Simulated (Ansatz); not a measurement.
Born–Oppenheimer molecular dynamics of C2H7AlBNSi (13 atoms, charge 0, multiplicity 1). It starts from a relaxed structure.

The calculation used RKS B3LYP-D4/STO-3G in Ansatz.

```
ensemble        : NVT, Langevin thermostat
time step       : 2 fs
steps asked     : 120
set temperature : 200 K
friction        : 0.02 /fs
seed            : 593614
```

Frames 4 fs apart, positions in Å, forces in eV/Å.

Velocities at 0.0 fs (Å/ps):

```
C -4.20 -9.15 -4.47
C 0.45 2.99 2.40
N 3.26 4.13 0.89
Al 2.00 -0.92 -0.66
B -6.08 -0.80 2.28
Si 1.92 1.53 2.71
H -6.17 -1.33 -6.35
H -16.58 23.21 -11.28
H -7.84 -13.68 6.62
H -12.77 -1.45 -10.67
H 0.29 3.55 -7.37
H 1.89 -4.85 -6.16
H -1.37 1.02 -34.90
```

```xyz
13
Properties=species:S:1:pos:R:3:forces:R:3 time_fs=0.0 energy_less_start_eV=0.000 T=185
C -2.230 -0.426 0.945 0.00 0.00 0.00
C -1.082 -0.549 0.600 -0.01 0.00 0.00
N 0.262 -0.722 0.211 0.01 -0.01 0.00
Al 1.035 -2.325 0.561 0.00 0.01 0.00
B 0.944 0.338 -0.442 0.00 0.01 0.00
Si 0.093 2.064 -0.855 0.00 0.01 0.00
H -3.256 -0.309 1.251 0.00 0.00 0.00
H 0.167 -3.353 1.209 0.00 0.00 0.00
H 2.467 -2.455 0.159 0.00 0.00 0.00
H 2.061 0.109 -0.726 -0.02 0.00 0.00
H 0.996 2.983 -1.510 0.00 0.00 0.00
H -1.048 1.891 -1.729 0.01 0.00 0.00
H -0.389 2.720 0.341 0.00 0.00 0.00
13
Properties=species:S:1:pos:R:3:forces:R:3 time_fs=4.0 energy_less_start_eV=0.104 T=149
C -2.244 -0.461 0.929 0.53 0.17 -0.16
C -1.081 -0.539 0.608 -0.30 -0.20 0.12
N 0.276 -0.711 0.217 -0.84 -0.87 0.64
Al 1.043 -2.330 0.559 -0.23 0.60 -0.18
B 0.923 0.330 -0.436 0.82 1.00 -0.67
Si 0.099 2.070 -0.847 0.19 -0.44 -1.72
H -3.278 -0.305 1.202 0.12 -0.11 0.00
H 0.092 -3.267 1.174 -0.22 -0.51 0.26
H 2.466 -2.503 0.181 0.22 -0.02 -0.05
H 2.025 0.100 -0.781 -0.02 0.00 0.09
H 0.992 2.993 -1.534 -0.07 -0.24 0.19
H -1.036 1.889 -1.751 0.27 -0.01 0.22
H -0.410 2.753 0.257 -0.46 0.63 1.26
13
Properties=species:S:1:pos:R:3:forces:R:3 time_fs=8.0 energy_less_start_eV=0.189 T=119
C -2.251 -0.498 0.913 0.31 0.37 -0.21
C -1.081 -0.535 0.607 -0.26 -0.38 0.25
N 0.279 -0.709 0.239 -0.61 -0.59 0.35
Al 1.049 -2.331 0.556 -0.06 -0.21 0.12
B 0.919 0.323 -0.441 0.70 0.91 -0.59
Si 0.100 2.074 -0.846 -0.43 0.60 1.23
H -3.299 -0.324 1.129 0.24 -0.18 0.04
H 0.003 -3.230 1.183 0.57 -0.02 -0.17
H 2.526 -2.560 0.199 -0.91 0.19 0.19
H 2.002 0.059 -0.824 0.00 0.11 0.12
H 0.987 2.976 -1.518 0.35 0.16 -0.09
H -0.991 1.898 -1.751 -0.46 -0.10 -0.27
H -0.452 2.838 0.331 0.55 -0.85 -0.97
13
Properties=species:S:1:pos:R:3:forces:R:3 time_fs=12.0 energy_less_start_eV=0.176 T=140
C -2.254 -0.533 0.897 0.44 0.35 -0.26
C -1.084 -0.540 0.610 0.10 -0.43 0.25
N 0.266 -0.711 0.271 0.71 0.38 -0.63
Al 1.057 -2.326 0.554 -1.59 -0.29 0.70
B 0.928 0.324 -0.450 -0.19 -0.08 0.15
Si 0.105 2.076 -0.838 -0.17 -0.14 -0.52
H -3.291 -0.365 1.050 -0.71 -0.06 0.26
H -0.013 -3.205 1.198 0.76 0.04 -0.28
H 2.476 -2.601 0.235 0.28 0.10 -0.15
H 1.991 0.024 -0.855 0.07 0.16 0.13
H 1.018 2.959 -1.508 0.26 0.16 0.01
H -0.981 1.913 -1.789 0.01 -0.06 0.17
H -0.436 2.805 0.285 0.02 -0.12 0.18
13
Properties=species:S:1:pos:R:3:forces:R:3 time_fs=16.0 energy_less_start_eV=0.278 T=115
C -2.256 -0.557 0.878 -1.16 0.50 -0.05
C -1.081 -0.541 0.616 -0.40 -0.38 0.34
N 0.258 -0.708 0.296 1.69 0.82 -1.16
Al 1.053 -2.318 0.551 -0.57 0.49 0.12
B 0.940 0.320 -0.452 -0.67 -0.53 0.59
Si 0.110 2.077 -0.828 1.03 -0.47 -2.07
H -3.337 -0.427 0.997 0.78 -0.21 0.09
H 0.062 -3.195 1.146 -0.53 -0.94 0.44
H 2.457 -2.636 0.251 0.54 0.18 -0.25
H 1.994 -0.017 -0.852 0.06 0.26 0.10
H 1.080 2.949 -1.520 -0.47 -0.26 0.55
H -0.961 1.912 -1.801 0.07 -0.04 0.23
H -0.440 2.747 0.272 -0.37 0.57 1.07
13
Properties=species:S:1:pos:R:3:forces:R:3 time_fs=20.0 energy_less_start_eV=0.237 T=137
C -2.271 -0.565 0.859 1.23 0.21 -0.35
C -1.085 -0.547 0.625 -0.86 -0.30 0.31
N 0.265 -0.699 0.304 0.79 0.48 -0.65
Al 1.048 -2.300 0.547 0.08 -1.20 0.37
B 0.940 0.307 -0.444 0.00 0.07 0.20
Si 0.124 2.076 -0.824 -0.20 -0.28 0.98
H -3.324 -0.507 0.952 -0.85 0.02 0.27
H 0.057 -3.295 1.116 0.38 0.17 -0.15
H 2.513 -2.621 0.234 -0.76 0.49 0.06
H 2.013 -0.036 -0.832 -0.30 0.37 0.18
H 1.085 2.912 -1.465 0.28 0.54 -0.03
H -0.922 1.900 -1.778 -0.46 -0.04 -0.33
H -0.494 2.759 0.355 0.66 -0.51 -0.87
13
Properties=species:S:1:pos:R:3:forces:R:3 time_fs=24.0 energy_less_start_eV=0.186 T=177
C -2.278 -0.565 0.847 -0.86 0.05 -0.01
C -1.095 -0.555 0.628 0.66 -0.17 -0.12
N 0.282 -0.683 0.299 -1.17 -0.54 0.45
Al 1.041 -2.283 0.547 -0.41 -1.91 0.54
B 0.937 0.295 -0.434 0.60 1.46 -0.35
Si 0.140 2.070 -0.819 0.14 -0.87 -0.46
H -3.362 -0.571 0.964 0.59 0.06 0.09
H 0.082 -3.377 1.088 0.73 0.85 -0.36
H 2.484 -2.547 0.194 -0.29 0.33 0.05
H 2.023 -0.009 -0.771 0.00 0.17 -0.03
H 1.121 2.937 -1.423 -0.09 0.24 0.04
H -0.935 1.867 -1.764 0.01 0.16 -0.12
H -0.469 2.696 0.320 0.08 0.18 0.28
13
Properties=species:S:1:pos:R:3:forces:R:3 time_fs=28.0 energy_less_start_eV=0.198 T=125
C -2.293 -0.560 0.840 1.19 -0.11 -0.23
C -1.099 -0.565 0.626 -0.42 0.06 -0.07
N 0.287 -0.670 0.289 -1.83 -1.30 1.00
Al 1.030 -2.282 0.553 0.50 0.15 -0.32
B 0.940 0.302 -0.429 0.73 1.72 -0.51
Si 0.155 2.057 -0.818 0.35 -0.16 -1.18
H -3.356 -0.609 0.993 -0.12 0.11 0.12
H 0.179 -3.354 1.025 -0.76 -0.77 0.48
H 2.441 -2.443 0.161 0.48 0.07 -0.06
H 2.033 0.033 -0.724 0.33 -0.02 -0.16
H 1.159 2.984 -1.373 -0.65 -0.35 0.25
H -0.946 1.882 -1.762 0.36 0.21 0.05
H -0.445 2.635 0.331 -0.15 0.39 0.64
13
Properties=species:S:1:pos:R:3:forces:R:3 time_fs=32.0 energy_less_start_eV=0.128 T=195
C -2.301 -0.552 0.838 0.61 -0.29 -0.03
C -1.107 -0.579 0.619 -0.61 0.26 -0.10
N 0.273 -0.675 0.288 -0.59 -0.22 0.06
Al 1.023 -2.290 0.558 0.62 -0.12 -0.35
B 0.959 0.332 -0.433 0.56 -0.61 0.33
Si 0.165 2.038 -0.821 -0.88 1.13 0.73
H -3.368 -0.636 1.041 0.49 0.21 -0.06
H 0.180 -3.409 1.038 -0.22 -0.15 0.20
H 2.458 -2.355 0.128 -0.11 -0.07 0.16
H 2.081 0.061 -0.717 -0.41 0.11 0.09
H 1.131 2.988 -1.299 0.09 0.16 -0.17
H -0.909 1.946 -1.785 0.05 0.00 -0.09
H -0.441 2.632 0.400 0.41 -0.41 -0.76
13
Properties=species:S:1:pos:R:3:forces:R:3 time_fs=36.0 energy_less_start_eV=0.257 T=139
C -2.313 -0.550 0.839 1.18 -0.30 -0.10
C -1.127 -0.601 0.613 0.43 0.52 -0.39
N 0.253 -0.683 0.281 0.28 0.46 -0.46
Al 1.018 -2.295 0.561 0.16 -0.82 -0.10
B 0.989 0.354 -0.428 -1.11 -2.08 1.03
Si 0.171 2.020 -0.821 0.16 1.74 -0.11
H -3.335 -0.653 1.091 -0.93 0.14 0.18
H 0.174 -3.479 1.068 0.47 0.81 -0.22
H 2.458 -2.301 0.104 -0.32 -0.17 0.27
H 2.085 0.082 -0.710 0.27 -0.08 0.03
H 1.139 2.993 -1.254 0.17 0.03 -0.18
H -0.849 2.031 -1.823 -0.40 -0.24 -0.22
H -0.354 2.605 0.379 -0.36 -0.01 0.25
13
Properties=species:S:1:pos:R:3:forces:R:3 time_fs=40.0 energy_less_start_eV=0.325 T=115
C -2.316 -0.553 0.844 -1.51 -0.38 0.58
C -1.143 -0.627 0.603 1.70 0.73 -0.67
N 0.240 -0.687 0.269 0.38 -0.21 -0.19
Al 1.017 -2.304 0.559 0.40 1.00 -0.54
B 1.001 0.344 -0.409 -1.26 -1.63 0.49
Si 0.179 2.014 -0.823 0.06 1.85 -0.71
H -3.368 -0.626 1.140 0.67 0.22 -0.27
H 0.260 -3.436 1.055 -0.68 -0.75 0.46
H 2.419 -2.269 0.115 0.56 -0.22 -0.01
H 2.104 0.098 -0.711 0.06 -0.19 0.24
H 1.167 2.994 -1.222 0.06 -0.15 -0.14
H -0.826 2.077 -1.889 0.15 -0.32 0.55
H -0.310 2.586 0.398 -0.57 0.04 0.21
13
Properties=species:S:1:pos:R:3:forces:R:3 time_fs=44.0 energy_less_start_eV=0.261 T=152
C -2.329 -0.560 0.852 2.22 -0.37 -0.38
C -1.142 -0.647 0.582 -1.30 0.97 0.12
N 0.236 -0.694 0.260 0.19 -1.35 0.26
Al 1.022 -2.315 0.560 0.23 0.59 -0.26
B 0.995 0.314 -0.384 -0.43 -0.13 -0.48
Si 0.187 2.021 -0.830 0.35 1.58 1.02
H -3.354 -0.573 1.156 -0.44 0.06 0.05
H 0.248 -3.461 1.090 -0.25 -0.16 0.14
H 2.448 -2.253 0.153 0.24 -0.27 0.06
H 2.120 0.078 -0.679 -0.42 -0.12 0.39
H 1.212 2.984 -1.218 -0.21 -0.23 0.02
H -0.782 2.069 -1.902 -0.21 -0.22 0.19
H -0.355 2.574 0.450 0.02 -0.34 -1.12
```

Of the whole run (240 fs, mean temperature of the second half 177 K): The mean temperature of the second half is 11 % below the set value. A step of 2 fs is long for free X–H stretches (periods near 10 fs) and can bias their spread and the temperature. A run of 0.24 ps of so small a system gives no equilibrium averages. Limits of this set-up: minimal basis.

Run time: 4.3 min on 1 thread of Arm Neoverse V2, on a shared host, peak memory 0.22 GiB.
